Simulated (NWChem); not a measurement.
Program: NWChem. System: C₂HCl₂, charge 0, spin multiplicity 2, at a geometry optimised with UPBE0/def2-SVP. The structure started from a generated list of species. Its SCF solution wasn't tested for a lower state. Level: UPBE/def2-TZVP.

Input file:

```
start mol
memory heap 200 mb stack 900 mb global 1100 mb
geometry units angstroms nocenter noautoz
  Cl    -2.170818    -0.060890     0.000000
  C     -0.540178     0.273901     0.000000
  C      0.552612    -0.466371     0.000000
  Cl     2.135137     0.220740     0.000000
  H      0.531973    -1.562632     0.000000
  symmetry group Cs
end
basis spherical
  * library def2-tzvp
end
dft
  xc xpbe96 cpbe96
  odft
  mult 2
  semidirect memsize 60000000 filesize 0
  iterations 100
end
task dft energy
```

NWChem printed:

```
             Northwest Computational Chemistry Package (NWChem) 7.3.0
             --------------------------------------------------------

                                NWChem Input Module
                                -------------------

 Scaling coordinates for geometry "geometry" by  1.889725989
 (inverse scale =  0.529177249)

 Turning off AUTOSYM since
 SYMMETRY directive was detected!

                             Geometry "geometry" -> ""
                             -------------------------

 Output coordinates in angstroms (scale by  1.889725989 to convert to a.u.)

  No.       Tag          Charge          X              Y              Z
 ---- ---------------- ---------- -------------- -------------- --------------
    1 Cl                  17.0000    -2.17081800    -0.06089000     0.00000000
    2 C                    6.0000    -0.54017800     0.27390100     0.00000000
    3 C                    6.0000     0.55261200    -0.46637100     0.00000000
    4 Cl                  17.0000     2.13513700     0.22074000     0.00000000
    5 H                    1.0000     0.53197300    -1.56263200     0.00000000

 Effective nuclear repulsion energy (a.u.)     164.4087113012

            Nuclear Dipole moment (a.u.)
            ----------------------------
        X                 Y               Z
 ---------------- ---------------- ----------------
     0.0000000000    -0.0000037795     0.0000000000

      Symmetry information
      --------------------

 Group name             Cs
 Group number              2
 Group order               2
 No. of unique centers     5

      Symmetry unique atoms

     1    2    3    4    5


 Summary of "ao basis" -> "" (spherical)
 ------------------------------------------------------------------------------
       Tag                 Description            Shells   Functions and Types
 ---------------- ------------------------------  ------  ---------------------
 *                         def2-tzvp                  on all atoms

  pbe96 is a nonlocal functional; adding pw91lda local functional.

                                 NWChem DFT Module
[...]
    beta     41     42     43     44     45     46     47     49     48     50
 overlap   0.996  0.990  0.992  0.989  0.995  0.996  0.995  0.995  0.997  0.999

   alpha     51     52     53     54     55     56     57     58     59     60
    beta     51     52     53     54     55     56     57     58     59     60
 overlap   0.995  0.999  0.976  0.975  0.932  0.996  0.933  0.996  0.972  0.916

   alpha     61     62     63     64     65     66     67     68     69     70
    beta     61     62     63     64     65     66     67     68     70     69
 overlap   0.910  0.998  0.993  0.999  0.991  0.998  0.997  0.973  0.980  0.997

   alpha     71     72     73     74     75     76     77     78     79     80
    beta     71     72     73     74     75     76     77     78     79     80
 overlap   0.991  0.997  0.998  0.997  0.997  0.996  0.999  0.999  0.992  0.993

   alpha     81     82     83     84     85     86     87     88     89     90
    beta     81     82     83     84     85     86     87     88     89     90
 overlap   0.999  0.998  0.998  0.997  0.998  0.997  0.995  0.998  0.936  0.939

   alpha     91     92     93     94     95     96     97     98     99    100
    beta     91     92     94     93     95     96     97     99     98    100
 overlap   0.997  0.999  0.999  0.999  0.992  0.999  0.978  0.976  0.999  0.996

   alpha    101    102    103    104    105    106    107    108    109    110
    beta    101    102    103    104    105    106    107    108    109    110
 overlap   0.999  0.999  0.999  0.998  0.998  0.999  0.995  0.995  0.994  0.978

   alpha    111    112    113    114    115    116    117    118    119    120
    beta    111    112    113    115    114    116    117    118    119    120
 overlap   0.985  0.979  0.996  0.820  0.849  0.976  0.932  0.928  0.993  0.997

   alpha    121    122    123    124    125    126    127    128    129    130
    beta    121    122    123    124    125    126    127    128    129    130
 overlap   0.997  0.999  0.998  0.996  1.000  0.996  0.995  0.999  1.000  1.000

   alpha    131    132    133    134    135    136    137    138    139    140
    beta    131    132    133    135    134    136    137    138    139    140
 overlap   0.998  0.998  1.000  0.999  1.000  0.999  1.000  1.000  1.000  1.000

   alpha    141    142
    beta    141    142
 overlap   1.000  1.000

     --------------------------
     Expectation value of S2:
     --------------------------
      <S2> =      0.7583 (Exact =     0.7500)

 center of mass
 --------------
 x =  -0.01119320 y =   0.03394046 z =   0.00000000

 moments of inertia (a.u.)
 ------------------
          27.761918307864         -55.021468937249           0.000000000000
         -55.021468937249        1184.355171833646           0.000000000000
           0.000000000000           0.000000000000        1212.117090141510

     Multipole analysis of the density
     ---------------------------------

     L   x y z        total         alpha         beta         nuclear
     -   - - -        -----         -----         ----         -------
     0   0 0 0     -0.000000    -24.000000    -23.000000     47.000000

     1   1 0 0     -0.341034      0.581057     -0.922091      0.000000
     1   0 1 0     -0.411356     -0.618841      0.207489     -0.000004
     1   0 0 1     -0.000000     -0.000000     -0.000000      0.000000

     2   2 0 0    -26.286499   -304.137106   -298.795797    576.646404
     2   1 1 0      0.060026    -12.147622    -12.768405     24.976053
     2   1 0 1     -0.000000      0.000000     -0.000000      0.000000
     2   0 2 0    -26.066788    -23.721117    -20.516440     18.170769
     2   0 1 1      0.000000     -0.000000      0.000000      0.000000
     2   0 0 2    -27.829878    -14.253345    -13.576533      0.000000

 Task  times  cpu:        6.4s     wall:        6.4s

 Total times  cpu:        6.4s     wall:        6.4s
```
